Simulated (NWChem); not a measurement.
InI2 cation; SMILES [I][In+][I]

Program: NWChem. Geometry: optimised at PBE0/def2-SVP. def2 effective core potentials on In, I; no spin-orbit coupling. Level r2SCAN/def2-SVP: energy and gradient on several grids; changes count from the extra-fine grid, which is no exact limit either.

Task: Which is the coarsest grid (xfine; xcoarse; fine; medium; coarse) from which on the energy stays within 100 μHa and each gradient component within 200 μHa/bohr of xfine?

Result: xcoarse.
```json
[
 {"grid": "xcoarse", "size of the energy change (μHa)": "40", "largest change of a gradient component (μHa/bohr)": "< 30"},
 {"grid": "coarse", "size of the energy change (μHa)": "< 10", "largest change of a gradient component (μHa/bohr)": "< 30"},
 {"grid": "medium", "size of the energy change (μHa)": "< 10", "largest change of a gradient component (μHa/bohr)": "< 30"},
 {"grid": "fine", "size of the energy change (μHa)": "< 10", "largest change of a gradient component (μHa/bohr)": "< 30"},
 {"grid": "xfine", "size of the energy change (μHa)": "< 10", "largest change of a gradient component (μHa/bohr)": "< 30"}
]
```
